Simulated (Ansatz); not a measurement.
Geometry optimisation, RKS PBE-D4/def2-SVP (Ansatz 0.2.0).

input.yaml

```yaml
crystal:
  periodic: [false, false, false]
  atoms:
    - { symbol: B, position_ang: [0.0, 0.0, 0.0] }
    - { symbol: H, position_ang: [0.0, 0.0, 1.54] }
    - { symbol: Cl, position_ang: [1.6108, 0.0, -0.93] }
    - { symbol: O, position_ang: [-1.2211, 0.0, -0.705] }
    - { symbol: H, position_ang: [-1.7308, -0.8467, -0.4965] }
    - { symbol: O, position_ang: [0.3647, 1.5813, 0.5392] }
    - { symbol: C, position_ang: [1.375, 1.9075, 1.4822] }
    - { symbol: H, position_ang: [1.927, 0.9875, 1.767] }
    - { symbol: H, position_ang: [2.0802, 2.6371, 1.0323] }
    - { symbol: H, position_ang: [0.9087, 2.3531, 2.3856] }
    - { symbol: H, position_ang: [0.1936, 0.8393, 1.537] }
basis:
  gaussian: { orbitals: def2-SVP }
hamiltonian:
  xc: pbe
  dispersion: d4
relax:
  f_tol: 0.15
  max_steps: 25
  restrain:
    - { distance: [0, 5], at: 2.61, k: 30.0 }
    - { distance: [10, 1], at: 1.86, k: 30.0 }
    - { distance: [0, 1], at: 1.19, k: 30.0 }
    - { distance: [10, 5], at: 1.01, k: 30.0 }
```

Launched with:

```bash
$ ansatz run input.yaml --threads 2 --pin off --max-ram 3072MiB --backend cpu --events-out ev --progress --plain --runs-dir out
```

Where does it end, and by what steps?

The run converged. The restraints hold the end off the free minimum. After 17 steps the energy has fallen by 3.621 eV (the restraints' own energy left out); H2 moved furthest, 1.03 Å. Parted: B1–O6 (1.71 → 2.61 Å). Joined: B1–H2 (1.54 → 1.20 Å).

| step | energy less start (eV) | largest force component (eV/Å) | accepted |
| --- | --- | --- | --- |
| 0 | 0.0000 | 4.303 | yes |
| 1 | -0.6502 | 3.026 | yes |
| 2 | -1.0902 | 3.152 | yes |
| 3 | -1.7934 | 3.002 | yes |
| 4 | -2.8825 | 1.951 | yes |
| 5 | -3.2128 | 1.995 | yes |
| 6 | -3.3943 | 1.379 | yes |
| 7 | -3.4974 | 1.245 | yes |
| 8 | -3.5427 | 0.932 | yes |
| 9 | -3.5523 | 0.576 | yes |
| 10 | -3.5883 | 0.608 | yes |
| 11 | -3.5916 | 1.037 | no |
| 12 | -3.5995 | 0.640 | yes |
| 13 | -3.6082 | 0.618 | yes |
| 14 | -3.6118 | 0.759 | no |
| 15 | -3.6143 | 0.621 | yes |
| 16 | -3.6188 | 0.659 | yes |
| 17 | -3.6210 | 0.689 | yes |

```xyz
11
Properties=species:S:1:pos:R:3
B -0.062 -0.529 -0.039
H -0.473 -0.780 1.065
Cl 1.660 -0.831 -0.378
O -0.856 -0.180 -1.079
H -1.777 -0.029 -0.799
O 0.127 1.671 1.351
C 1.437 2.203 1.519
H 2.236 1.499 1.186
H 1.503 3.116 0.889
H 1.637 2.499 2.577
H 0.074 0.821 1.860
```

The run took 30 s on 2 threads of AMD EPYC 7R32 (Zen 2), with other jobs on the host, peak memory 0.17 GiB.
